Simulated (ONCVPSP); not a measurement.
# Which change was made? (Pt, ONCV)

Pt, optimised norm-conserving Vanderbilt (ONCV), made with ONCVPSP 4.0.1 (LDA (Perdew-Zunger), fully relativistic). Core [Kr] 4d10, reference 4f14 5s2 5p6 5d8 6s2. Waves: 5s+6s: rc 1.80 bohr, ncon 4, nbas 8, qcut 8 1/bohr, 2 projectors; 5p: rc 1.40 bohr, ncon 5, nbas 10, qcut 8.1 1/bohr, 1 projector; 5d: rc 2.05 bohr, ncon 4, nbas 9, qcut 7 1/bohr, 2 projectors, debl 1.7 Ha; 4f: rc 0.45 bohr, ncon 4, nbas 7, qcut 25.7 1/bohr, local. Local part: the f channel. Core correction: polynomial model core, fcfact 0.35.

Open shells are filled in proportion to 2j + 1.

Cutoffs, loose and tight: the cutoffs (Ha) at which the residual kinetic energy of the hardest occupied pseudo-wave falls to 1 and 0.1 mHa per electron. They do not see the model core or the augmentation charge, which bear on the density cutoff. Test errors are all-electron minus pseudo excitation energies from the reference, over the configurations 4f14 5s2 5p6 5d9 6s1; 4f14 5s2 5p6 5d9 6s0; 4f14 5s2 5p6 5d8 6s0; 4f14 5s2 5p6 5d8 6s1; variants that change the core or the reference have their own tests. The largest error is taken over the tests solved by every variant that gives reliable tests at all, those not shown here included: 4f14 5s2 5p6 5d8 6s1; 4f14 5s2 5p6 5d9 6s0; 4f14 5s2 5p6 5d9 6s1.

The base gives: outcome: generated, misses its reference levels by 2.08 eV; cutoff, loose: 1012 Ha; cutoff, tight: 1360 Ha; bound ghosts: s, p3/2, d5/2, p1/2, d3/2; GHOST(+) flags above zero: p1/2, d3/2; largest test error (meV): -7.3.

(1) After one change the result is: outcome: failed: ERROR pspot: first pseudo wave function has node, program will stop. Which change was it?
A. all radii but the core radius scaled by about 0.75 (s 1.36, p 1.06, d 1.54, f 0.34 bohr)
B. f: nproj 1; local potential polynomial inside 0.35 bohr (lpopt 5, dvloc0 0 Ha)
C. s: qcut 11.5

## Answers

(1) C. The others give: all radii but the core radius scaled by about 0.75 (s 1.36, p 1.06, d 1.54, f 0.34 bohr) → outcome: generated, misses its reference levels by 2.38 eV; cutoff, loose: 1849 Ha; cutoff, tight: 2523 Ha; bound ghosts: s, p3/2, d5/2, p1/2, d3/2; GHOST(+) flags above zero: none; largest test error (meV): -4.4 | f: nproj 1; local potential polynomial inside 0.35 bohr (lpopt 5, dvloc0 0 Ha) → outcome: generated, misses its reference levels by 0.20 eV; cutoff, loose: 1012 Ha; cutoff, tight: 1360 Ha; bound ghosts: s, p3/2, d5/2, p1/2, d3/2; GHOST(+) flags above zero: p3/2, d3/2; largest test error (meV): -7.7.
